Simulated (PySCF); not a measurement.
Run record: EPR job, `F[C@@H]1C[C@@H]1[SiH]N[SiH3]` [radical].

Method: UKS B3LYP, pcH-1 on C F H N Si, non-relativistic, mean-field spin-orbit, GIAO (PySCF 2.14.0). Geometry: GFN2-xTB. A driver script takes a list of jobs; this job's settings line and coordinates (Å) are shown.

Command:
```bash
OMP_NUM_THREADS=1 python probes_run.py task.json out
```

Input:
```
{"job": {"kind": "epr", "basis": "pcH-1"}, "charge": 0, "multiplicity": 2}
F     -2.634107    -1.441008    -1.051067
C     -2.250919    -0.870954     0.134709
C     -1.827849     0.555388     0.109212
C     -0.809095    -0.544424     0.313608
Si     0.381150    -0.943381    -1.092406
N      1.873125    -0.115869    -0.758066
Si     2.399783     0.766145     0.638141
H     -2.860212    -1.268559     0.937615
H     -1.844625     1.057120    -0.846332
H     -2.103522     1.185668     0.941842
H     -0.427425    -0.659635     1.320515
H     -0.108008    -0.473649    -2.392061
H      2.573396    -0.251309    -1.468028
H      3.699424     1.331496     0.280913
H      1.416306     1.811818     0.927858
H      2.514981    -0.129904     1.794587
```

Output:
```
UKS, coarse grid
  cycle   1  E = -853.21896520  |g| = 5.13e-01
  cycle   2  E = -853.08803565  |g| = 7.67e-01
  cycle   3  E = -853.31092710  |g| = 9.53e-02
  cycle   4  E = -853.31426451  |g| = 4.52e-02
  cycle   5  E = -853.31513720  |g| = 7.79e-03
  cycle   6  E = -853.31515601  |g| = 2.94e-03
  cycle   7  E = -853.31516099  |g| = 9.21e-04
UKS, final grid
  cycle   1  E = -853.31521075  |g| = 1.30e-03
  cycle   2  E = -853.31520975  |g| = 2.09e-03
  cycle   3  E = -853.31521148  |g| = 1.55e-04
  cycle   4  E = -853.31521149  |g| = 3.09e-05
  cycle   5  E = -853.31521150  |g| = 2.21e-05
E = -853.31521150 Eh   <S^2> = 0.7515 (exact 0.7500)
g shifts (ppm)      1          2          3
  rmc          -152       -152       -152
  gc             23         72         86
  oz_so          33        363        626
  total         -96        284        560
hyperfine (MHz)  atom isotope    a_iso     a_fc   dipolar eigenvalues
    0   19F       1.03       0.97     -6.63     -1.47      8.10
    1   13C       3.04       3.03     -1.11     -0.57      1.69
    2   13C      26.72      26.72     -3.63     -3.34      6.98
    3   13C      36.41      36.39     -4.33     -3.61      7.94
    4  29Si    -559.83    -560.78   -145.86     71.24     74.62
    5   14N      12.51      12.49     -6.28     -5.95     12.22
    6  29Si      -1.62      -1.63     -2.74      1.17      1.57
    7    1H       0.06       0.06     -1.33     -0.84      2.17
    8    1H       1.79       1.78     -3.22     -0.29      3.51
    9    1H      11.42      11.41     -2.30     -0.75      3.05
   10    1H      -2.93      -2.93     -3.60     -1.94      5.54
   11    1H     136.85     136.85     -7.53      0.03      7.50
   12    1H      -5.03      -5.05     -7.58     -3.85     11.43
   13    1H       3.63       3.63     -1.20     -1.11      2.31
   14    1H       4.88       4.88     -1.41     -0.93      2.34
   15    1H       5.81       5.81     -1.42     -1.06      2.48
```

rmc, gc and oz_so are the mass-correction, gauge-correction and orbital-Zeeman/spin–orbit parts of the g shift along its three principal axes; a_iso is the isotropic hyperfine coupling and a_fc its Fermi-contact part. The program numbers atoms from 0.

Q: How far is ⟨S²⟩ from the pure-spin value?

A: S = 0.5 gives S(S+1) = 0.75; the run has 0.7515, 0.0015 more.

Q: Get g_iso from the total shifts.

A: Their mean is 249 ppm; added to g_e = 2.002319 it gives 2.00257.

Summary of the converged run: ⟨S²⟩ 0.752; g_iso 2.0026.

The structure is a single GFN2-xTB conformer in the gas phase; no vibrational or solvent corrections.

Q: Estimate the wall time. Hardware: Arm Neoverse V1, one thread, no GPU, shared host. And the peak memory of the process?

A: About 1.8 min (density and orbital grids were written too), with 0.97 GiB resident at the peak, the Python interpreter and its libraries included.
Labels such as C1 count atoms from 1, the log's own numbers from 0.
